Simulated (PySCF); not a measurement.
Structure problem from calculated spectra and properties.

Formula: Cl2F2Ge.

| Property | Result |
| --- | --- |
| UV, first state | lowest singlet excitation: 6.68 eV (186 nm, f = 0.022) [TDDFT wB97X-D/def2-SVPD] |
| Triplet | lowest triplet excitation (Tamm–Dancoff): 6.15 eV [TDA wB97X-D/def2-SVPD] |
| Dipole | 1.28 D [wB97X-D/def2-SVPD] |
| Rotational structure | rotational constants A, B, C: 2.556, 1.779, 1.483 GHz [PBE0-D3(BJ)/def2-SVP] |
| XPS | Cl2p3/2 207.3 (×2), F1s 692.8 (×2), Cl1s 2829.9 (×2) eV [ΔSCF SCAN, pcX-2 on the ionised atom, pcseg-1 elsewhere, spin-free X2C, 2p3/2 from a spin–orbit splitting computed afterwards within the 2p shell] |
| NMR, other nuclei | isotropic shieldings of nuclei other than C and H, by class: 271 (2 F), 804 (2 Cl), 1302 (1 Ge) ppm [GIAO B3LYP/pcSseg-1 (pcSseg-2 on Ge)] |
| UV, strongest line | among the 15 lowest singlet transitions: S5 at 8.59 eV (144 nm, f = 0.235) [TDDFT wB97X-D/def2-SVPD] |
| Polarisability | 53.3 au [wB97X-D/def2-SVPD] |

Gas-phase values; electronic properties from PySCF, density fitting. Levels stand in brackets. Geometry: PBE0-D3(BJ)/def2-SVP; no solvent, vibrations or thermal averaging. Relativistic effects, spin–orbit coupling among them, are left out (core-ionisation runs apart) although an element past zinc is present. Each NMR value is the plain mean over a class of atoms that symmetry, rotation or inversion makes alike.

Question: What is the compound? Reason from the data.

Answer: The other shieldings belong to: 271 ppm, fluorine bonded to Ge; 804 ppm, chlorine bonded to Ge; 1302 ppm, germanium bonded to 2 Cl and 2 F. The core levels belong to: Cl2p3/2 207.3 eV, chlorine bonded to Ge; F1s 692.8 eV, fluorine bonded to Ge; Cl1s 2829.9 eV, chlorine bonded to Ge. No core level of Ge was computed. The optimised geometry has point group C2v and is an asymmetric top. Structure: GeF2Cl2 (`[F][Ge]([F])([Cl])[Cl]`). The assignments are read from this structure; whether some other isomer fits the data as well wasn't checked.
